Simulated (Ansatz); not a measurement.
H3O, charge +1, singlet, at a GFN2-xTB geometry; WB97X/def2-SVP run with Ansatz (a program for electronic structure).

Input for Ansatz:
Ansatz 0.2 input:
```yaml
crystal:
  periodic: [false, false, false]
  atoms:
    - {symbol: O, position_ang: [0.07094020, 0.00288768, 0.03133554]}
    - {symbol: H, position_ang: [-0.02512652, 0.80502202, -0.52984156]}
    - {symbol: H, position_ang: [0.02737561, -0.82471664, -0.49851471]}
    - {symbol: H, position_ang: [-0.56977067, -0.00340678, 0.77767195]}
basis:
  gaussian:
    orbitals: def2-SVP
hamiltonian:
  xc: {name: wB97X}
total_charge: 1
accuracy: high
```

Problem. Write the output that Ansatz gives for this input, abridged.

Solution. 
```
Functional definition: wB97X
577 factors; integrals over basis functions are off by at most 3.4e-9 eV
136 factors; integrals over basis functions are off by at most 2.4e-9 eV
mean field evaluation 1: about -2075.5924 eV, gradient 7.6e1 eV
mean field evaluation 2: about -2077.2785 eV, gradient 7.0e1 eV
mean field evaluation 4: about -2085.0310 eV, gradient 2.7e-1 eV
mean field evaluation 8: about -2085.0298 eV, gradient 3.4e-3 eV
mean field evaluation 16: about -2085.0298 eV, gradient 9.6e-9 eV
mean field -2085.02976708 eV, -76.6234306561 hartree, gradient 9.5e-9 eV, S^2 0.000000; 0 other end points of the search recorded, 0 dependent functions left out
reference -2085.02976554 eV, -76.6234305997 hartree; 5, 5 occupied and 24, 24 virtual orbitals, 577 factors
Total energy: -2085.02976554 eV, -76.6234305997 hartree
```
